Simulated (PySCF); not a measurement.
**MC anions for M along the chalcogens**

PBE0 with double-zeta basis sets in PySCF, for the lowest determinant that a PBE0 search found; no spin–orbit coupling. De refers to high-spin ground-configuration atoms (the charge goes to the atom of lower measured ionisation energy or higher electron affinity, which is not always the lowest computed limit). A positive dipole points towards C; it is taken about the centre of mass and depends on that origin.

```
 M                        basis  charged atom  state (unpaired electrons)  Re (Å)  ωe (cm⁻¹)  De (eV)  μ (D)
 S  aug-cc-pVDZ/aug-cc-pV(D+d)Z            S−               doublet (π ↑)   1.628       1028     5.42  -2.65
Se               aug-cc-pVDZ-DK           Se−               doublet (π ↑)   1.782        821     4.57  -3.59
Te   aug-cc-pVDZ-PP/aug-cc-pVDZ           Te−               doublet (π ↑)   2.010        683     3.71  -3.85
```

The shortest bond is that of CS⁻ (1.628 Å), the longest that of TeC⁻ (2.010 Å). CS⁻ is bound most strongly (5.42 eV) and TeC⁻ least (3.71 eV).

The rows differ in basis set, which adds steps of its own.

Relativity is treated differently too: S no relativity; Se spin-free X2C; Te scalar-relativistic core potentials.

Down a group bonds as a rule get longer and wavenumbers fall, partly through the reduced mass; this series shows no clear exception.

These are scalar-relativistic numbers at best; spin–orbit coupling would shift them, the dissociation energy most. For an ion De counts to the pair picked by the measured ionisation energies or electron affinities, which need not be the lowest pair at this level. The highest Kohn–Sham level is positive in some of these anions. Much of that is self-interaction error, but it also means that the finite basis helps to hold the extra electron. States were picked by a PBE0 search and need not be the measured ground states.
